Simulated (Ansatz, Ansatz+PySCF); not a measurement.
```tsv
atom	x (Å)	y (Å)	z (Å)
C	2.4914	-0.0600	0.0000
C	2.1276	1.2976	0.0000
C	1.2976	2.1276	0.0000
C	-0.0600	2.4914	0.0000
C	-1.1937	2.1876	0.0000
C	-2.1876	1.1937	0.0000
C	-2.4914	0.0600	0.0000
C	-2.1276	-1.2976	0.0000
C	-1.2976	-2.1276	0.0000
C	0.0600	-2.4914	0.0000
C	1.1937	-2.1876	0.0000
C	2.1876	-1.1937	0.0000
```

Basis set: def2-SVP (spherical functions). Charge 0, multiplicity 1.

Computed with Ansatz (development build ahead of 0.2.0); each method stands on the lowest determinant of its kind that the runs found. Restricted functionals stand beside restricted open-shell atoms, which can lie above the unrestricted atoms usual in DFT and then raise those values.

The atomization energy at this shape (free ground-state atoms in the same class of orbitals less the molecule, no zero-point energy) of singlet C12:

| method | atomization energy |
| --- | --- |
| ωB97X (unrestricted) | 1648.81 kcal/mol |
| PBE0 (restricted) | 1718.16 kcal/mol |
| PBE0 (unrestricted) | 1705.95 kcal/mol |
| RHF | 1153.33 kcal/mol |

Problem. What does UHF give?

Solution. 1151.35 kcal/mol. Caution for UHF: the unrestricted determinant is a mixture of spin states. Caution for RHF: an unrestricted determinant lies well below.

The shape needn't be a minimum at these levels.
